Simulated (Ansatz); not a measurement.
`[SH][Ge]([SH])([Cl])[Cl]` → `[Cl][Ge][Cl]` + `SS` at 400 K and 1 bar (germylene formation by 1,1-elimination).

Computed with Ansatz on PBE0-D4/def2-TZVP structures; ΔE is electronic, products minus reactants. CCSD(T)/CBS is the MP2 limit (def2-TZVPP, def2-QZVPP) plus CCSD(T) − MP2 in def2-TZVPP, frozen cores. This one scheme is used for every species. For Ge outer-core shells are correlated without core-valence functions, which leaves a few kJ/mol of doubt a bond. Scalar relativity is left out up to krypton. Each species was taken in one conformer, which may not be the lowest.

| species | CCSD(T)/CBS energy (Eh) | H − E (kJ/mol) | S (J/(mol·K)) |
| --- | --- | --- | --- |
| `[SH][Ge]([SH])([Cl])[Cl]` | -3792.56254 | 95.7 | 428.3 |
| `[Cl][Ge][Cl]` | -2995.74627 | 24.5 | 311.4 |
| `SS` | -796.74576 | 65.3 | 266.1 |

H − E and S are ideal-gas, rigid-rotor, harmonic terms from PBE0-D4/def2-TZVP, for one conformer and one mirror image of each species. 1 Eh = 2625.50 kJ/mol, R = 8.31446 J/(mol·K).

Q: By hand: ΔE, ΔH, ΔS and ΔG.

A: ΔE = (-2995.74627) + (-796.74576) − (-3792.56254) = 0.07051 Eh = 185.1 kJ/mol. Δ(H − E) = 24.5 + 65.3 − 95.7 = -5.9, so ΔH = 179.2 kJ/mol. ΔS = 311.4 + 266.1 − 428.3 = 149.2 J/(mol·K). ΔG = 179.2 − 400 × (149.2)/1000 = 119.5 kJ/mol.

Q: By hand: the equilibrium constant, and the temperature at which ΔG would vanish if ΔH and ΔS stayed fixed.

A: log₁₀ K = −ΔG/(RT ln 10) = -15.6. ΔG = 0 at ΔH/ΔS = 1201 K.

The number of gas molecules changes by +1, which sets the sign of ΔS. A doubt of 5 kJ/mol in ΔE shifts log₁₀ K by 0.7 here. Other conformers and mirror images would add mixing entropy, several J/(mol·K) or more a flexible species. These are equilibria of isolated gas molecules and say nothing of rates. Largest T1 diagnostic: 0.013 (customary marks: 0.02 for closed shells, 0.045 for open ones).
